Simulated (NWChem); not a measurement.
Species: C2H3ClF2Si; SMILES C=C(F)[Si@@H](F)Cl

```xyz
9

C     -0.6595    -2.1128     0.8227
C      0.1268    -1.3400     0.0758
F      1.3393    -1.7622    -0.3163
Si    -0.3335     0.3704    -0.5226
F     -1.8248     0.6513     0.0392
Cl     0.9432     1.7664     0.2629
H     -1.6417    -1.7468     1.1263
H     -0.3397    -3.1090     1.1414
H     -0.3374     0.5058    -1.9957
```
Atoms are numbered in this order, from 1.

Level: PBE0/def2-SVP (NWChem), optimised geometry, unscaled harmonic frequencies. 

```tsv
frequency (cm⁻¹)	IR intensity (km/mol)
58	1.6
113	0.4
175	7.5
245	7.8
333	4.4
375	8.6
470	35.8
574	85.4
676	31.4
769	4.1
806	80.6
833	178.7
923	111.2
924	81.8
956	58.1
1267	86.7
1371	9.6
1721	35.0
2313	95.5
3181	2.1
3296	1.3
```

```yaml
zero_point_energy: 30.5 kcal/mol
thermal correction to the enthalpy at 298.15 K (with zero-point energy): 35.6 kcal/mol
heat capacity Cv: 23.5 cal/(mol K)
entropy at 298.15 K and 1 atm (symmetry number 1): 85.5 cal/(mol K)
dipole_moment: 1.23 D
```

Rigid rotor and harmonic oscillator; modes under 100 cm⁻¹ make the entropy uncertain.
